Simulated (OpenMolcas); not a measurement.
**Pr4+: effect of the metal basis and ligand basis**

Pr4+ with 6 ligands (fluoride) in octahedral coordination (Oh) at 2.16 Å. A charge of +0.333 e stands 2.6 Å behind each ligand.

```json
{
  "Program": "OpenMolcas 26.06",
  "Method": "CASSCF",
  "Spin-orbit coupling": "RASSI with atomic mean-field integrals over the reference wave functions"
}
```

Fixed: active space 1 electron in 7 orbitals (4f), DKH2 Hamiltonian.

States (labels of O, the rotations of Oh). Energies in cm-1 above the lowest state or level, χT in cm3 K/mol.

```json
{"Run": "A", "Metal basis": "ANO-RCC-VDZP", "Ligand basis": "ANO-RCC-VDZP", "Ground state": "2A2", "First state of that spin": "2T2 894.2", "First gap with spin-orbit (degeneracies)": "1357 (2, 4)", "Width of lowest J": "1357", "χT at 300 K": "0.318", "Cost": "roughly 16 core-seconds"}
{"Run": "B", "Metal basis": "ANO-RCC-VTZP", "Ligand basis": "ANO-RCC-VTZP", "Ground state": "2A2", "First state of that spin": "2T2 991.2", "First gap with spin-orbit (degeneracies)": "1434 (2, 4)", "Width of lowest J": "1434", "χT at 300 K": "0.303", "Cost": "roughly 80 core-seconds"}
```

Against A, the width of the lowest J multiplet changes by +5.7 % in B.

Costs are those of the RASSCF and RASSI steps.

No measured value stands beside these numbers; the geometry is a model, was not optimised and need not be the one that this ion takes.
